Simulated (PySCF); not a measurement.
Cr: ionisation energy

Cr [Ar] 3d5 4s1 (7S) → Cr⁺ [Ar] 3d5 (6S), as a difference of total energies. All numbers are calculated (PySCF 2.14, scalar relativity by spin-free X2C-1e, in aug-cc-pwCVTZ-DK with one added diffuse shell each of s, p, d, f, g type (11s10p8d5f4g, 152 functions)). Correlated levels: valence: [Ar] frozen; valence and next inner shell: [Ne] frozen; nothing frozen. The calculations carry no spin-orbit coupling.

```json
{"method": "UHF", "ionisation energy (eV)": "6.004", "error (eV)": "-0.763"}
{"method": "LDA", "ionisation energy (eV)": "7.591", "error (eV)": "+0.824"}
{"method": "PBE", "ionisation energy (eV)": "7.388", "error (eV)": "+0.621"}
{"method": "PBE0", "ionisation energy (eV)": "7.049", "error (eV)": "+0.282"}
{"method": "r2SCAN", "ionisation energy (eV)": "7.348", "error (eV)": "+0.581"}
{"method": "MP2 (valence)", "ionisation energy (eV)": "6.519", "error (eV)": "-0.248"}
{"method": "SCS-MP2 (valence)", "ionisation energy (eV)": "6.176", "error (eV)": "-0.591"}
{"method": "MP2 (valence and next inner shell)", "ionisation energy (eV)": "6.771", "error (eV)": "+0.004"}
{"method": "SCS-MP2 (valence and next inner shell)", "ionisation energy (eV)": "6.411", "error (eV)": "-0.356"}
{"method": "MP2 (all electrons)", "ionisation energy (eV)": "6.769", "error (eV)": "+0.002"}
{"method": "SCS-MP2 (all electrons)", "ionisation energy (eV)": "6.410", "error (eV)": "-0.357"}
```

Reference: 6.767 eV (measured; NIST Atomic Spectra Database, ionization energies).
